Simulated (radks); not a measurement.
These are the eigenvalues of the occupied orbitals of an atom or ion with whole-number occupations (hartree). Calculated with a radial shooting solver on a logarithmic mesh with Libxc functionals: Dirac Kohn-Sham, PBE, spin-unpolarised, spherical densities, finite nucleus; Fermi nuclear charge, rms radius of each element as measured or else 0.836 A^(1/3) + 0.57 fm.

| orbital | eigenvalue |
|---|---|
| 1s1/2 | -1652.925 |
| 2s1/2 | -268.7435 |
| 2p1/2 | -254.5134 |
| 2p3/2 | -233.9254 |
| 3s1/2 | -58.71118 |
| 3p1/2 | -52.60781 |
| 3p3/2 | -48.46794 |
| 3d3/2 | -37.85794 |
| 3d5/2 | -36.96077 |
| 4s1/2 | -11.78951 |
| 4p1/2 | -9.46735 |
| 4p3/2 | -8.56453 |
| 4d3/2 | -4.74547 |
| 4d5/2 | -4.58508 |
| 5s1/2 | -1.69043 |
| 5p1/2 | -1.07147 |
| 5p3/2 | -0.95135 |
| 6s1/2 | -0.23948 |
| 4f5/2 | -0.23698 |
| 5f5/2 | -0.01568 |

Which element is it, and in what charge state? The configuration may be excited. Open shells, if any, fill j = l - 1/2 first.

Answer. Z = 61, promethium, charge 0: Pm in [Xe] 4f5 6s1 5f1. The list shows which subshells hold electrons but not how many an open one holds; the 1s level, -1652.9 hartree, gives Z - s = 57.5 by -(Z - s)^2/2, which with screening and relativity narrows Z to a few neighbours, and the depths of the outer levels then fix element, charge and occupations together.
